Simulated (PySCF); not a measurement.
Ge(F)(SH)3 (FGeH3S3), SMILES [F][Ge]([SH])([SH])[SH].

The structure is a stationary point at B3LYP-D3(BJ)/def2-SVP. This is a generated structure with no PubChem entry under its InChIKey; it may be hypothetical. One conformer was computed; it need not be the lowest.

Method: M06-2X/def2-TZVP run with PySCF.

Computed frontier levels, gap, dipole moment and polarisability:
```yaml
highest_occupied_level: -9.25 eV
lowest_empty_level: -0.28 eV
orbital_gap: 8.96 eV
dipole_moment: 0.13 D
quadrupole, principal values (traceless, Buckingham form, about the centre of nuclear charge): -9.23, 4.56, 4.67 D·Å
mean_static_polarisability: 84.9 bohr³ (12.58 Å³)
polarisability_principal_values: 64.7, 94.9, 95.0 bohr³
```
